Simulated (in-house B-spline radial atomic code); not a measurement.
Results of a calculation; reference values are marked as such.
## Stopping and range of 20 keV Co in InSb

The pair potential comes from two frozen, spherical free-atom densities (PBE, B-spline radial code, scalar-relativistic past argon): electrostatics plus the change in Thomas-Fermi kinetic and Dirac exchange energy where they overlap, the recipe behind the universal ZBL potential, which averages such potentials (from solid-state densities) over many pairs. It is written V = (Z1 Z2 e²/r) φ(r/a), with e² = 14.3996 eV·Å and a = 0.46850 Å/(Z1^0.23 + Z2^0.23); ZBL's fit is φ = 0.18175 e^(−3.1998x) + 0.50986 e^(−0.94229x) + 0.28022 e^(−0.4029x) + 0.02817 e^(−0.20162x). Where φ falls below 4e-4 it is continued as an exponential.

The target is taken as amorphous, with density 5.77 g/cm³ (NSM archive of the Ioffe Institute); channelling is ignored. Masses: Co 58.93, In 114.82, Sb 121.76 u. Nuclear stopping is S_n = 4π a Z1 Z2 e² M1/(M1 + M2) × s_n(ε), with s_n integrated over impact parameters for each pair. Electronic stopping is Lindhard and Scharff's S_e = Z1^(1/6) 8π e² a0 Z1 Z2/(Z1^(2/3) + Z2^(2/3))^(3/2) × v/v0, with a0 = 0.529177 Å and v = v0 at 24.801 keV/u; it misses the oscillations with Z1 seen in experiment, which reach tens of per cent. Compounds add by atom fraction.

```json
{"target atom": "In", "a (Å)": "0.10225", "ε at this energy": "0.07094", "s_n, this pair": "0.3084", "s_n, ZBL potential": "0.2976"}
{"target atom": "Sb", "a (Å)": "0.10175", "ε at this energy": "0.06916", "s_n, this pair": "0.3066", "s_n, ZBL potential": "0.296"}
```

**Question.** What are the atom density and the stopping powers at entry?

**Answer.** N = 5.77 × 0.602214/118.29 = 0.02938 atoms/Å³. For In: S_n = 8303 × 0.3084 = 2561 eV·Å², S_e = 3.4262 × √20000 = 484.5 eV·Å². For Sb: S_n = 8269 × 0.3066 = 2535 eV·Å², S_e = 3.4813 × √20000 = 492.3 eV·Å². Averaged over the target's atoms (half each) and times N × 10 Å/nm, the ion loses N S_n = 748 eV/nm to recoils and N S_e = 143 eV/nm to electrons; the nuclear share is 84 %.

Along the track:

```json
{"E (keV)": "1", "N S_n (eV/nm)": "261", "N S_e (eV/nm)": "32.1"}
{"E (keV)": "3", "N S_n (eV/nm)": "418", "N S_e (eV/nm)": "55.6"}
{"E (keV)": "6", "N S_n (eV/nm)": "540", "N S_e (eV/nm)": "78.6"}
{"E (keV)": "10", "N S_n (eV/nm)": "633", "N S_e (eV/nm)": "101"}
{"E (keV)": "15", "N S_n (eV/nm)": "703", "N S_e (eV/nm)": "124"}
{"E (keV)": "20", "N S_n (eV/nm)": "748", "N S_e (eV/nm)": "143"}
```

**Question.** Estimate the path length and the projected range.

**Answer.** With continuous slowing down the path is the integral of dE/(N (S_n + S_e)). Trapezoids over the table give 29.3 nm, and the stretch below the first row, with stopping taken as √E, adds 2E/(N S) = 6.8 nm: 36.2 nm in all, against 35.4 nm on a fine grid from 5 eV. Deflections shorten the depth: to first order in the energy passed on, N (S_n + S_e) dR_p/dE = 1 − N S_n (M2/M1) R_p/(2E), summed over the target's atoms, and integrating this on the fine grid gives R_p = 14.4 nm, 0.41 of the path. Lindhard's rule of thumb R/(1 + M2/3M1), with mean M2/M1 = 2.01, gives 21.2 nm; it is meant for M2/M1 below about 2. On the ZBL potential the same equation gives 14.9 nm, and the full integral equation, which keeps hard collisions, 15.8 nm.
